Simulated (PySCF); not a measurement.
Si(H)2(F)(vinyl) (C2H5FSi), SMILES C=C[SiH2]F.

Geometry: B3LYP-D3(BJ)/def2-SVP. One conformer was computed; it need not be the lowest.

All values below come from TDDFT-ωB97X/def2-SVPD run with PySCF.

Vertical excitations.  State labels are in the subgroup Cs.

| state | symmetry | energy (eV) | λ (nm) | f | main pairs |
|---|---|---|---|---|---|
| S1 | A" | 6.94 | 179 | 0.002 | HOMO−1→LUMO 95 % |
| S2 | A' | 7.30 | 170 | 0.462 | HOMO→LUMO 96 % |
| S3 | A" | 7.53 | 165 | 0.004 | HOMO→LUMO+1 89 % |
| S4 | A' | 8.27 | 150 | 0.019 | HOMO−1→LUMO+1 88 % |
| S5 | A" | 8.28 | 150 | 0.027 | HOMO→LUMO+2 63 %, HOMO−2→LUMO+1 16 %, HOMO→LUMO+3 13 % |
| S6 | A" | 8.79 | 141 | 0.007 | HOMO−2→LUMO+1 60 %, HOMO→LUMO+2 14 % |
| S7 | A" | 8.87 | 140 | 0.000 | HOMO−3→LUMO 64 %, HOMO−4→LUMO 10 % |
| S8 | A" | 9.20 | 135 | 0.010 | HOMO→LUMO+5 37 %, HOMO→LUMO+4 33 %, HOMO→LUMO+3 7 % |
| S9 | A' | 9.22 | 135 | 0.009 | HOMO−2→LUMO 90 % |
| S10 | A" | 9.40 | 132 | 0.118 | HOMO→LUMO+3 51 %, HOMO→LUMO+4 14 %, HOMO−2→LUMO+2 12 % |
| T1 | A' | 4.29 | 289 | 0 | HOMO→LUMO 90 % |
| T2 | A" | 6.39 | 194 | 0 | HOMO−1→LUMO 95 % |
| T3 | A" | 7.35 | 169 | 0 | HOMO→LUMO+1 79 % |
| T4 | A' | 7.91 | 157 | 0 | HOMO−1→LUMO+1 84 % |
Triplets are in the Tamm–Dancoff approximation, which puts them higher than full response would, so one can lie above its singlet here.
